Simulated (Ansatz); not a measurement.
Basis-set extrapolation for `O[SiH](F)[SiH2]F` (PBE0-D4/def2-TZVP geometry, frozen core, Ansatz). Multiplicity 1, RHF reference.

```csv
,def2-TZVPP,def2-QZVPP
HF,-854.265945,-854.298131
MP2 correlation,-0.976357,-1.064927
CCSD(T) correlation,-1.037544,not run
```

Energies in hartree. Use E(X) = E(∞) + A·exp(−7.88·√X) for Hartree–Fock and E(X) = E(∞) + B·X^(−2.97) for correlation, with X = 3 and 4, and add CCSD(T) minus MP2 of the smaller set to the MP2 limit.

Problem. What is the CCSD(T) energy at the basis-set limit?

Solution. HF limit: -854.298131 + (-0.032186) × 0.13774 = -854.30256. MP2 limit: -1.064927 + (-0.088570) × 0.74074 = -1.13053. Higher-order term: -1.037544 − (-0.976357) = -0.06119. Total: -855.49428 hartree, 500.9 kJ/mol below CCSD(T)/def2-TZVPP.
